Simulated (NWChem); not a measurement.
System: WSCl₃ cation; SMILES [Cl][W+](=[S])([Cl])[Cl]

This spin state was assumed; another may lie lower. def2 effective core potentials on W; no spin-orbit coupling.

Q: Give the equilibrium geometry at PBE-D3(BJ)/def2-SVP with def2 effective core potentials on W (NWChem) as a list of bonds and angles, with the point group.

A: point group C3v; any orientation.
Bond lengths (Å): W1–S2 2.103, W1–Cl3 2.216, W1–Cl4 2.216, W1–Cl5 2.216. Angles (°): S2–W1–Cl3 106.6, S2–W1–Cl4 106.6, S2–W1–Cl5 106.6, Cl3–W1–Cl4 112.1, Cl3–W1–Cl5 112.1, Cl4–W1–Cl5 112.1.
